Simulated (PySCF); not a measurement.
Planning an excited-state job on `S[SiH2]N1CCCC1`.

Method: TDDFT CAM-B3LYP/def2-SVPD, vertical, gas phase, core orbitals frozen in the response (PySCF 2.14.0, density-fitted response routines). Geometry: GFN2-xTB. Work: 8 singlets by full TDDFT, 3 Tamm–Dancoff triplets, polarisability, density and orbital grids written, density fitting. The input is one job of a driver script: a line of settings, then coordinates in Å.

Command:
```bash
OMP_NUM_THREADS=1 python probes_run.py task.json out
```

Input:
```
{"job": {"kind": "uv", "xc": "CAM-B3LYP", "basis": "def2-SVPD", "nstates": 8, "ntriplets": 3}, "charge": 0, "multiplicity": 1}
S      1.609706     1.464944     2.754039
Si     1.106269     1.586458     0.669150
N      0.689799     0.003674     0.167408
C     -0.182530    -0.883340     0.912958
C     -1.529241    -0.843056     0.172372
C     -1.158857    -0.401435    -1.255354
C      0.370696    -0.268565    -1.217286
H      2.427369     0.429910     2.650816
H      0.100520     2.647948     0.652410
H      2.295001     1.939814    -0.098177
H      0.237636    -1.895950     0.871941
H     -0.260180    -0.579440     1.955362
H     -2.016845    -1.816060     0.188284
H     -2.195932    -0.119313     0.639871
H     -1.478362    -1.119974    -2.007706
H     -1.610246     0.562223    -1.490086
H      0.747651     0.516698    -1.868805
H      0.838784    -1.218221    -1.503134
```

Hardware: one thread, Arm Neoverse N1 (aarch64) (shared host). PySCF's memory limit was set to 1040 MB.

Q: How large is the basis?

A: 239 functions for 72 electrons, with 896 fitting functions; the fitted three-index integrals, 896 × 239 × 240/2 numbers of 8 bytes, come to 200 MiB.

Question: Which is nearest to the wall time?
A. 15 s
B. 1.9 s
C. 1.9 min

Answer: C. The run took 1.9 min. The SCF took 12 cycles.

Q: How much memory does it need at the peak?

A: About 1.1 GiB. Peak memory is the resident size of the whole Python process, interpreter and libraries included.

Other jobs ran on the host; a repeat could differ by tens of per cent or more.

The run converged: HOMO -8.04 eV, LUMO 1.01 eV; lowest singlet 6.03 eV; lowest triplet 5.76 eV (Tamm–Dancoff); mean polarisability 98.0 au.
